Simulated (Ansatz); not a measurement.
`O=[CH][Ga]([OH])[OH]`, 8 atoms. The species carries charge 0 and has multiplicity 1. Correlated methods include outer-core shells of Ga, which these sets cover unevenly. Scalar relativity is left out up to krypton. Hardware: A = 2 threads of an AMD EPYC 7R13 on a shared host and a share of an NVIDIA H100 80 GB; B = 2 threads of an AMD EPYC 7R13 on a shared host. Correlated methods freeze the cores. Open-shell runs search over several starts.

Question: Give the basis size and wall time and peak host memory of each of these runs in Ansatz. RKS B3LYP-D4/def2-TZVPP energy and forces [B]; UKS PBE0-D4/def2-TZVPP energy of the cation [B]; RKS PBE0-D4/def2-QZVPP energy [A]; UKS ωB97X-V/def2-TZVPP energy of the cation [B]; UKS r2SCAN-D4/def2-TZVPP energy of the cation [B]; direct RPA on PBE orbitals/def2-TZVPP energy [B]; RHF-CCSD(T)/def2-QZVPP energy [A]; RKS PBE0-D4/def2-TZVP frequencies [A]; RKS PBE0-D4/def2-TZVP relaxation (12 steps) [A]; RHF-CCSD(T)/def2-SVP energy [B]; UHF-MP2/def2-QZVPP energy of the cation [A]; RHF-CCSD(T)/def2-TZVPP energy [A]. (Best estimate.)

Answer: Computed: Other jobs shared the machine, so times are rough.

```json
{"level": "RHF-CCSD(T)/def2-TZVPP", "job": "energy [A]", "functions": "214", "wall time": "2.7 s", "peak host memory (GiB)": "0.83"}
{"level": "RKS PBE0-D4/def2-QZVPP", "job": "energy [A]", "functions": "407", "wall time": "3.1 s", "peak host memory (GiB)": "0.92"}
{"level": "RKS B3LYP-D4/def2-TZVPP", "job": "energy and forces [B]", "functions": "214", "wall time": "6.5 s", "peak host memory (GiB)": "0.6"}
{"level": "UHF-MP2/def2-QZVPP", "job": "energy of the cation [A]", "functions": "407", "wall time": "7.5 s", "peak host memory (GiB)": "1"}
{"level": "direct RPA on PBE orbitals/def2-TZVPP", "job": "energy [B]", "functions": "214", "wall time": "9.5 s", "peak host memory (GiB)": "0.52"}
{"level": "RHF-CCSD(T)/def2-SVP", "job": "energy [B]", "functions": "103", "wall time": "13 s", "peak host memory (GiB)": "0.51"}
{"level": "UKS PBE0-D4/def2-TZVPP", "job": "energy of the cation [B]", "functions": "214", "wall time": "13 s", "peak host memory (GiB)": "0.75"}
{"level": "RHF-CCSD(T)/def2-QZVPP", "job": "energy [A]", "functions": "407", "wall time": "15 s", "peak host memory (GiB)": "1.9"}
{"level": "RKS PBE0-D4/def2-TZVP", "job": "relaxation (12 steps) [A]", "functions": "190", "wall time": "17 s", "peak host memory (GiB)": "0.89"}
{"level": "UKS ωB97X-V/def2-TZVPP", "job": "energy of the cation [B]", "functions": "214", "wall time": "21 s", "peak host memory (GiB)": "0.97"}
{"level": "UKS r2SCAN-D4/def2-TZVPP", "job": "energy of the cation [B]", "functions": "214", "wall time": "27 s", "peak host memory (GiB)": "0.5"}
{"level": "RKS PBE0-D4/def2-TZVP", "job": "frequencies [A]", "functions": "190", "wall time": "43 s", "peak host memory (GiB)": "0.89"}
```

B3LYP here is the variant with VWN-RPA as its local correlation; programs differ in this.
